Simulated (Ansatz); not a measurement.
Cost and result for the atomization energy of `[SH][Al]1[NH][SiH2][SiH2]1` (11 atoms, 11 bonds).

```xyz
11

S     1.881   -0.971    2.694
Al    0.655   -0.355    0.994
N     1.300    0.150   -0.596
Si   -0.094    0.529   -1.577
Si   -1.592    0.007    0.167
H     0.799   -1.191    3.462
H     2.242    0.232   -0.947
H    -0.117    1.948   -2.036
H    -0.204   -0.330   -2.791
H    -2.389    1.143    0.700
H    -2.481   -1.162   -0.069
```

The species carries charge 0 and has multiplicity 1. The structure was optimised at the PBE0-D4/def2-TZVP level. It is one conformer, not always the lowest. Program: Ansatz. All runs use 4 threads of an Arm Neoverse V1 on a shared host. Times are those of one run each, without the atoms' runs, and a repeat can differ threefold. Electronic energies, without spin–orbit coupling; frozen cores. CCSD(T)/CBS adds CCSD(T) − MP2 in def2-TZVPP to the MP2 limit, and its time is that of the two runs behind it. T1 = 0.014. B3LYP takes the VWN-RPA correlation (the form of Gaussian; ORCA's B3LYP/G).

CCSD(T)/CBS is a level of theory with its own doubt, some kJ/mol a heavy atom from the limit and from the frozen cores, so smaller differences don't rank the functionals.

| level | functions | wall time |
| --- | --- | --- |
| PBE-D4/def2-TZVPP (with forces) | 283 | 3.4 s |
| PBE0-D4/def2-TZVPP | 283 | 4.5 s |
| r2SCAN-D4/def2-TZVPP (with forces) | 283 | 7 s |
| B3LYP-D4/def2-TZVPP (with forces) | 283 | 7.5 s |
| B2PLYP/def2-TZVPP | 283 | 7.5 s |
| ωB97X-V/def2-TZVPP | 283 | 12 s |
| ωB97M-V/def2-TZVPP (with forces) | 283 | 16 s |
| MP2/def2-QZVPP | 517 | 27 s |
| CCSD(T)/def2-TZVPP | 283 | 2.6 min |
| CCSD(T)/CBS(def2) | – | 3 min |

**Question.** What atomization energy does each give, and how far from CCSD(T)/CBS? (Best estimate.)

**Answer.** The calculation gave: 
| level | atomization (kJ/mol) | difference from CCSD(T)/CBS | per bond |
| --- | --- | --- | --- |
| PBE-D4/def2-TZVPP (with forces) | 3471.3 | 7.1 | 0.6 |
| PBE0-D4/def2-TZVPP | 3436.8 | -27.4 | -2.5 |
| r2SCAN-D4/def2-TZVPP (with forces) | 3468.8 | 4.6 | 0.4 |
| B3LYP-D4/def2-TZVPP (with forces) | 3441.7 | -22.5 | -2.0 |
| B2PLYP/def2-TZVPP | 3393.4 | -70.8 | -6.4 |
| ωB97X-V/def2-TZVPP | 3497.6 | 33.4 | 3.0 |
| ωB97M-V/def2-TZVPP (with forces) | 3469.0 | 4.8 | 0.4 |
| MP2/def2-QZVPP | 3439.2 | -25.0 | -2.3 |
| CCSD(T)/def2-TZVPP | 3350.8 | -113.4 | -10.3 |
| CCSD(T)/CBS(def2) | 3464.2 | 0.0 | 0.0 |

The D4 term adds +51.0 kJ/mol with B3LYP and +27.0 kJ/mol with PBE0; it sums over pairs of atoms, weighted by their polarisabilities, and B3LYP, whose exchange is more repulsive, gets the larger term. From PBE to PBE0 (25 % exact exchange), in def2-TZVPP and without D4, the atomization energy moves by −30.2 kJ/mol: exact exchange takes away binding that semilocal exchange gives to molecules. In def2-TZVPP, CCSD(T) changes the Hartree–Fock value by +875.9 kJ/mol (the triples alone add +55.4 kJ/mol) and MP2 by +896.9 kJ/mol; breaking electron pairs costs correlation energy, which Hartree–Fock lacks.
